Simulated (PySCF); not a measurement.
I3Pb, charge -1, singlet, geometry from GFN2-xTB (such geometries of metal compounds can be far from the true shape) (core potentials on I, Pb); BLYP/def2-SVP (PySCF).

Here is a job for PySCF.
```python
from pyscf import gto, scf, dft

mol = gto.Mole()
mol.atom = '''
    Pb   -0.008011   -0.009412    0.810548
    I     0.428983   -2.525290   -0.443200
    I     1.982873    1.637600   -0.379501
    I    -2.399462    0.902252   -0.431354
'''
mol.basis = 'def2-svp'
mol.ecp = {'I': 'def2-svp', 'Pb': 'def2-svp'}
mol.charge = -1
mol.spin = 0
mol.verbose = 5
mol.build()

mf = dft.RKS(mol)
mf.xc = 'blyp'
mf.kernel()
mf.analyze()
```

The log (banner, timings and long lists left out):

```
PySCF version 2.14.0

[INPUT] verbose = 5
[INPUT] max_memory = 4000
[INPUT] num. atoms = 4
[INPUT] num. electrons = 98
[INPUT] charge = -1
[INPUT] spin (= nelec alpha-beta = 2S) = 0
[INPUT] symmetry False subgroup None
[INPUT] Mole.unit = angstrom
[INPUT] Symbol           X                Y                Z      unit          X                Y                Z       unit  Magmom
[...]
[INPUT] ---------------- BASIS SET ----------------
[INPUT] l, kappa, [nprim/nctr], expnt,             c_1 c_2 ...
[INPUT] I
[...]
                                23.336842412      -0.14989397324
                                19.583446104      0.36436474913
                                8.5112089186      -0.75538138199
                                2.1996161861      0.82816359356
                                1.0668970454      0.4216104811
[...]
                                1.7625986449      0.35271525193
[...]
                                10.558754576      -0.3837037278
                                1.5015895485      0.83554174719
                                0.64597173095     0.16787259488
[...]
                                15.616239482      -0.0050768108881
                                4.5266002139      0.29151065356
                                2.0529808766      0.51145783605
                                0.87640281623     0.31232025297
[...]
[INPUT] Pb
[...]
                                20.302912827      -0.14352634362
                                14.55862875       0.37554188507
                                6.5370530973      -0.672530998
                                1.5933900686      0.95887533909
                                0.83051419711     0.32593632538
[...]
                                1.416573749       0.32865829049
[...]
                                7.5327685129      -0.36407590058
                                1.1185539567      0.32217481686
                                0.53739855255     0.096677743015
[...]
                                7.0609770411      -0.066746645076
                                2.1581835375      0.33978760942
                                1.0148541418      0.48523039273
                                0.4463267292      0.29682924018
[...]
nuclear repulsion = 530.207098060262
number of shells = 40
number of NR pGTOs = 244
number of NR cGTOs = 104
basis = def2-svp
ecp = {'I': 'def2-svp', 'Pb': 'def2-svp'}

******** <class 'pyscf.dft.rks.RKS'> ********
method = RKS
[...]
converged SCF energy = -1086.03804479871
Total Energy =                       -1086.038044798710871
[...]
2 I 6px          0.00196  -0.01027  -0.01067  -0.01294
2 I 6py          0.00636  -0.01445  -0.00905  -0.03953
2 I 6pz         -0.00526   0.00713   0.01067   0.03270
2 I 7px         -0.00409   0.01156   0.01151   0.02022
2 I 7py         -0.01057   0.01227   0.01056   0.03180
2 I 7pz          0.00875  -0.00839  -0.00908  -0.02630
2 I 4dxy         0.00015  -0.00000   0.00001  -0.00016
2 I 4dyz        -0.00010   0.00001   0.00001   0.00009
2 I 4dz^2       -0.00019  -0.00001  -0.00000   0.00019
2 I 4dxz         0.00005   0.00002  -0.00002  -0.00005
2 I 4dx2-y2      0.00008  -0.00000   0.00000  -0.00004
2 I 5dxy        -0.00401  -0.00231  -0.00626  -0.00314
2 I 5dyz         0.00158   0.00204   0.00043   0.00877
2 I 5dz^2        0.00484   0.00770   0.00391   0.00380
2 I 5dxz         0.00115   0.00524  -0.00073   0.00287
2 I 5dx2-y2     -0.00540  -0.00351  -0.00308  -0.00715
3 I 4s          -0.12504  -0.07098   0.25770  -0.14158
3 I 5s          -0.04268  -0.02461   0.08934  -0.05020
3 I 6s          -0.18859  -0.09656   0.35014  -0.16090
3 I 7s          -0.30628  -0.17773   0.64538  -0.36339
3 I 4px          0.00196  -0.00022   0.00082  -0.00224
3 I 4py         -0.00283   0.00034  -0.00138   0.00357
3 I 4pz          0.00107  -0.00026   0.00049  -0.00135
3 I 5px         -0.00191   0.00004  -0.00013   0.00162
3 I 5py          0.00145  -0.00020   0.00067  -0.00189
3 I 5pz         -0.00055   0.00004  -0.00027   0.00072
3 I 6px         -0.00212   0.00269  -0.01379   0.01380
3 I 6py          0.00769  -0.00592   0.01585  -0.04745
3 I 6pz         -0.00291  -0.00237  -0.00645   0.01803
3 I 7px          0.00433  -0.00303   0.01469  -0.02142
3 I 7py         -0.01276   0.00522  -0.01711   0.03809
3 I 7pz          0.00484  -0.00080   0.00602  -0.01451
3 I 4dxy        -0.00009   0.00001   0.00000   0.00009
3 I 4dyz        -0.00009   0.00000  -0.00001   0.00008
3 I 4dz^2       -0.00023  -0.00000   0.00000   0.00024
3 I 4dxz        -0.00021  -0.00002  -0.00001   0.00020
3 I 4dx2-y2      0.00005  -0.00002  -0.00000  -0.00003
3 I 5dxy         0.00230  -0.00295  -0.00310   0.00191
3 I 5dyz         0.00135   0.00111  -0.00050   0.00859
3 I 5dz^2        0.00600   0.00228  -0.00739   0.00500
3 I 5dxz        -0.00444  -0.00381   0.00451  -0.01124
3 I 5dx2-y2     -0.00359   0.00065   0.00201  -0.00475

WARN: System has nonzero charge -1; the dipole moment is origin-dependent.
Location of origin: [0. 0. 0.]

Dipole moment(X, Y, Z, Debye): -0.02895, -0.03413,  2.94073
```
